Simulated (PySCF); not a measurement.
CH6AlNO2. Atoms are numbered in the order given.

```xyz
11

Al     0.0762     0.2635     0.4195
O      1.3570    -0.6374     1.0823
H      1.8159    -0.4735     1.9052
O     -0.5731    -0.2351    -1.0608
C     -0.3503    -1.2515    -1.9768
H     -0.0804    -0.8380    -2.9661
H      0.4618    -1.9387    -1.6733
H     -1.2623    -1.8602    -2.1187
N     -0.6237     1.6925     1.1795
H     -0.3423     2.1062     2.0590
H     -1.3869     2.2202     0.7727
```
Charge 0, spin multiplicity 1.

Coordinates come from a PBE0-D3(BJ)/def2-SVP optimisation. The structure was generated by enumeration; whether it is a known compound was not checked. Other conformers were not sampled.

The numbers are results of PBE/def2-TZVP in PySCF, not measurements.

ESP charges are fitted to the potential on shells at 1.4 to 2.0 van der Waals radii. Atomic charges (e):

```
atom  Löwdin  ESP fit
----  ------  -------
Al1    -0.19     1.23
O2     -0.10    -0.82
H3      0.17     0.42
O4      0.11    -0.42
C5     -0.39    -0.22
H6      0.10     0.10
H7      0.11     0.10
H8      0.10     0.10
N9     -0.25    -1.40
H10     0.16     0.46
H11     0.17     0.46
```
